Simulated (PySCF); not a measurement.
Gas-phase reaction: Al(CH₃)F₂ + C₂F₆ + CH₄ ⇌ AlH₃ + 4 CHF₂

Method: PySCF energies plus ideal-gas RRHO corrections (1 bar). † marks an energy on the PBE0/def2-TZVP geometry and frequencies. Open shells (unrestricted): CHF₂ (multiplicity 2); the rest are closed-shell singlets. B3LYP is the form with VWN-RPA correlation. Al(CH₃)F₂, AlH₃, CHF₂: computed as isolated molecules; such fragments, hydroxides, amides, oligomers or adducts are transient or little studied in the gas.

M06-2X/def2-TZVP† gives ΔH°(298 K) = 1404 kJ.

### Question
What do B3LYP/def2-TZVP†, HF/def2-TZVP†, ωB97M-V/def2-TZVP† give?

### Answer
B3LYP/def2-TZVP†: 1309 kJ; HF/def2-TZVP†: 1142 kJ; ωB97M-V/def2-TZVP†: 1402 kJ. For scale, ΔH°(298 K) is 1404 kJ at this level, 1402 kJ at ωB97M-V/def2-TZVP†, and runs from 1142 to 1461 kJ over the 18 levels computed.
